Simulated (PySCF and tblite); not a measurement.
The numbers below are computed, except where a source is named.
System: C3H7FSe2, numbered as in [CH3:1][CH2:2][Se:3][Se:4][CH2:5][F:6].

Motion: rotation about the Se3–Se4 bond (torsion C2–Se3–Se4–C5 from -85° to 94°, rising). GFN2-xTB gives an electronic barrier of 6.9 kcal/mol and a reaction energy of 1.2 kcal/mol.

Spin–orbit effects of heavy atoms on shieldings are missing.

What does CAM-B3LYP/pcSseg-1 + D3(BJ) give on GFN2-xTB geometries?

A barrier of 8.7 kcal/mol, 1.8 above the tight-binding barrier (from unrounded values), a reaction energy of 1.8 kcal/mol and, with GFN2-xTB thermal terms, ΔG‡(298 K) = 9.5 kcal/mol and k = 6.3×10⁵ s⁻¹ (1 equivalent path).

Programs: tblite and PySCF.
